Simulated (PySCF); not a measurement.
Identify the compound

An unknown has the formula C4H5B2F. Its calculated NMR data are:

1H NMR (300 MHz, computed): δ 7.71 (dd, J = 16.0, 5.4 Hz, 2H), 6.95 (dd, J = 16.0, 1.8 Hz, 2H), 6.33 (br, 1H).

13C{1H} NMR (computed): δ 167.1 (CH, d, J = 24.8 Hz, 2C), 161.5 (CH, d, J = 38.5 Hz, 2C).

PySCF 2.14 calculation with shieldings: GIAO PBE0/pcSseg-1, geometry: PBE0-D3(BJ)/def2-SVP and B3LYP/pcJ-1 coupling constants (spin–dipole term only in couplings to heteroatoms); fast rotation and ring inversion assumed for equivalent nuclei, no solvent model, single conformer, relativity neglected.

Shifts are taken against calculated references (same method and geometry level): 1H (σref 31.27) and 13C (σref 184.41) vs TMS.

Problem. Deduce the structure.

Solution. 
1. 2 carbon signals for 4 carbons: some carbons are equivalent by symmetry or fast rotation.
2. Carbon types of the structure: 4 × CH, leaving 1 H on heteroatoms.
3. δC 167.1, 161.5: alkene CH.
4. δH 7.71, 6.95: hydrogen on an alkene CH; olefinic region.
5. δH 6.33: hydrogen on a boron bonded to 2 C, in a 6-membered ring.
6. The protons at 6.95 and 7.71 share a coupling of 16.0 Hz (vicinal, cis across C=C).
7. The protons at 7.71 and 6.33 share a coupling of 4.1 Hz (vicinal).

Structure: `FB1C=CBC=C1`.

This is the structure that produced the data.

Hydrogens on boron are broadened and split by 11B (spin 3/2, 80 %) and 10B (spin 3). A carbon bonded to boron is broadened by the quadrupolar boron nucleus and is often missing from a measured spectrum. Multiplet labels drop couplings under 1 Hz and merge nearly equal ones. Couplings among chemically equivalent protons are left out too, so labels in AA′BB′ or AA′XX′ sets are apparent multiplicities. Unscaled 3J(H,H) at this level run about 10 % above measured values. Shifts are as computed. Against solution values, carbons near 30 ppm lie about +2 ppm off and those near 130 ppm about +5 ppm. Of 1313 compounds with measured shifts, 239 miss one by over three times the rms of a fit or turn the order of signals round; such compounds aren't used in these exercises.
